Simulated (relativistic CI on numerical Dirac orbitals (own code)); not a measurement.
Sensitivity of the levels of Pd XV to α and to the nuclear radius

These numbers are calculated, not measured: Dirac-Coulomb-Breit CI, KLI orbitals optimised for each configuration, derivatives by finite differences, unscaled Slater integrals, QED left out (own radial code, finite nucleus).

CI space (outside the closed core [Ar] 3d10): 4s²4p², 4s4p³, 4p⁴, 4s²4p4d, 4s4p²4d, 4s²4p4f, 4s²4d², 4s4d³. Double excitations out of closed p, d and f shells are left out; levels of such configurations are missing from the list, as are those of other unlisted configurations, and high levels can miss mixing partners.

With x = (α/α₀)² − 1 an excitation energy changes as ω = ω₀ + qx; K = 2q/ω₀ is the relative enhancement. Terms are leading LS components, so labels can repeat. The field-shift factor is F = δν/δ⟨r²⟩ for the transition from the lowest level.

Lowest level 4s²4p² ³P0.

```csv
Level,ω₀ (cm⁻¹),q (cm⁻¹),K,F (GHz/fm²)
4s²4p² ³P1,35776,47790,2.67,-0.896
4s²4p² ³P2,49546,51460,2.08,-0.958
4s²4p² ¹D2,97478,97910,2.01,-2.04
4s²4p² ¹S0,135811,96790,1.43,-2.72
4s4p³ ⁵S°2,285206,92890,0.651,-63.3
4s4p³ ³D°1,354162,82960,0.469,-58.9
4s4p³ ³D°2,357602,95750,0.536,-59.4
4s4p³ ³D°3,372278,114500,0.615,-59.7
4s4p³ ³P°0,406081,114800,0.566,-60.5
4s4p³ ³P°1,412072,123600,0.6,-60.4
4s4p³ ³P°2,417987,127200,0.609,-57.9
4s4p³ ¹D°2,465576,132000,0.567,-48.9
4s4p³ ³S°1,483378,98820,0.409,-62.3
```

At this charge energies of transitions that change n are usually good to better than 1 %, and those within a shell (Δn = 0) to a few per cent.
